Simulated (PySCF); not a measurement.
Species: C₇H₁₂FP.
Z-matrix (Å and degrees, PBE0-D3(BJ)/def2-SVP geometry), rows numbered from 1:
```
C 
C   1  1.5249
C   2  1.5246  1  110.49
P   2  1.8777  1  109.74  3   121.49
C   4  1.8864  2   99.11  1    73.36
C   5  1.4960  4  106.91  2    86.66
C   6  1.3343  5  114.93  4     9.79
F   7  1.3320  6  123.58  5   178.18
C   7  1.4906  6  119.32  5     0.01
H   1  1.1004  2  112.70  3   178.40
H   1  1.1023  2  110.91  3   -60.75
H   1  1.1019  2  110.45  3    58.51
H   2  1.1056  1  109.34  3  -120.44
H   3  1.1026  2  110.95  1    61.14
H   3  1.1004  2  112.72  1  -177.99
H   3  1.1021  2  110.43  1   -58.17
H   5  1.1042  4  109.61  2  -151.94
H   5  1.1025  4  109.68  2   -35.95
H   6  1.0930  5  123.01  4  -172.48
H   9  1.1019  4  111.66  2    34.24
H   9  1.1038  4  110.86  2   152.85
```

All values: PBE0/pcSseg-1 (PySCF, non-relativistic), on one gas-phase PBE0-D3(BJ)/def2-SVP geometry that isn't relaxed in the solvent. The solvent is an IEF-PCM continuum (cavity from Bondi-type radii × 1.2). The model holds no explicit solvent molecules, cavitation or dispersion.

Gas phase at PBE0/pcSseg-1: HOMO -6.74 eV, LUMO 0.51 eV, dipole 1.23 D.

Problem. What does the continuum do to the energy, the frontier levels and the dipole at PBE0/pcSseg-1 in dimethylsulfoxide and water?

Solution. 
| solvent | ε | E(solvent) − E(gas) (kcal/mol) | polarisation term (kcal/mol) | distortion of the solute (kcal/mol) | HOMO (eV) | LUMO (eV) | dipole (D) |
| --- | --- | --- | --- | --- | --- | --- | --- |
| dimethylsulfoxide | 46.83 | -3.72 | -4.20 | 0.48 | -6.74 | 0.59 | 1.52 |
| water | 78.36 | -3.77 | -4.28 | 0.51 | -6.74 | 0.59 | 1.53 |

The first energy column is the sum of the next two and covers electrostatics alone. From dimethylsulfoxide to water the lowering changes by a factor 1.01, Onsager's factor (ε − 1)/(2ε + 1) by 1.01 and ε itself by 1.7.

Problem. Which radius a makes the point-dipole formula ΔE = −[(ε − 1)/(2ε + 1)]·μ²/a³ give the value in water, with the gas-phase dipole?

Solution. μ = 0.482 au and |ΔE| = 0.00602 Eh give a = 1.41 Å; the farthest nucleus lies 3.57 Å from the centroid of the nuclei, so such a sphere wouldn't even hold the nuclei. The formula assumes a rigid point dipole at the centre of a sphere.

Problem. Which Hirshfeld charges (PBE0/pcSseg-1) respond most in dimethylsulfoxide (means over atoms taken as equivalent)?

Solution. 
```json
{"atoms": "P4", "environment": "phosphine phosphorus", "gas (e)": "+0.153", "solvent (e)": "+0.129", "change": "-0.024"}
{"atoms": "F8", "environment": "vinyl fluorine", "gas (e)": "-0.085", "solvent (e)": "-0.097", "change": "-0.012"}
{"atoms": "H17/H18", "environment": "methylene hydrogen", "gas (e)": "+0.039", "solvent (e)": "+0.045", "change": "+0.006"}
{"atoms": "H20/H21", "environment": "methylene hydrogen", "gas (e)": "+0.044", "solvent (e)": "+0.050", "change": "+0.006"}
{"atoms": "C7", "environment": "vinylic C–F carbon", "gas (e)": "+0.079", "solvent (e)": "+0.074", "change": "-0.005"}
{"atoms": "H19", "environment": "vinylic hydrogen", "gas (e)": "+0.049", "solvent (e)": "+0.053", "change": "+0.004"}
{"atoms": "H13", "environment": "methine hydrogen", "gas (e)": "+0.028", "solvent (e)": "+0.031", "change": "+0.003"}
{"atoms": "C5", "environment": "sp3 carbon bound to phosphorus", "gas (e)": "-0.113", "solvent (e)": "-0.111", "change": "+0.002"}
{"atoms": "C2", "environment": "sp3 carbon bound to phosphorus", "gas (e)": "-0.063", "solvent (e)": "-0.060", "change": "+0.003"}
{"atoms": "H10 (×6)", "environment": "methyl hydrogen", "gas (e)": "+0.038", "solvent (e)": "+0.040", "change": "+0.002"}
{"atoms": "C1/C3", "environment": "methyl carbon", "gas (e)": "-0.118", "solvent (e)": "-0.119", "change": "-0.001"}
{"atoms": "C9", "environment": "sp3 carbon bound to phosphorus", "gas (e)": "-0.125", "solvent (e)": "-0.124", "change": "+0.001"}
```
